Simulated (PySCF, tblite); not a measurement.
Isomers of C6H9P, one GFN2-xTB conformer each. Single-point energies are computed at PBE0/pcSseg-1 (PySCF, gas phase, no added dispersion term), electronic only.

**Question.** Rank them by PBE0/pcSseg-1 energy, lowest first (kJ/mol).
A. `[CH3:1][CH:2]1[CH:3]=[CH:4][PH:5][CH:6]=[CH:7]1` with C1–C2–C3–C4 82°, C3–C4–P5–C6 34°, C4–P5–C6–C7 -34°, C1–C2–C7–C6 -82°
B. `[CH:1]#[C:2][P:3]([CH3:4])[CH:5]1[CH2:6][CH2:7]1` with C2–P3–C5–C6 -98°

**Answer.** A (0.0), B (145.8).

As drawn, the lower has a C=C bond outside aromatic rings, which the higher lacks; the higher has a three-membered ring and a C≡C bond, which the lower lacks. GFN2-xTB itself gives, in the same order: 0.0, 143.2. Both levels put the same isomer lowest.

**Question.** Which frontier levels, dipoles and rotational constants go with these structures?

**Answer.** 
| SMILES | HOMO (eV, PBE0/pcSseg-1) | LUMO (eV) | dipole (D) | A, B, C (MHz) |
| --- | --- | --- | --- | --- |
| CC1C=CPC=C1 | -6.47 | 0.08 | 1.11 | 3440, 2094, 1707 |
| C#CP(C)C1CC1 | -6.83 | 0.18 | 1.34 | 3389, 1620, 1232 |

**Question.** What happens when harmonic zero-point energies from GFN2-xTB frequencies are added?

**Answer.** 
| SMILES | ZPE (kJ/mol) | electronic (kJ/mol) | with ZPE (kJ/mol) |
| --- | --- | --- | --- |
| CC1C=CPC=C1 | 337.4 | 0.0 | 0.0 |
| C#CP(C)C1CC1 | 332.5 | 145.8 | 140.9 |

The zero-point energies span 4.9 kJ/mol. The order is unchanged.
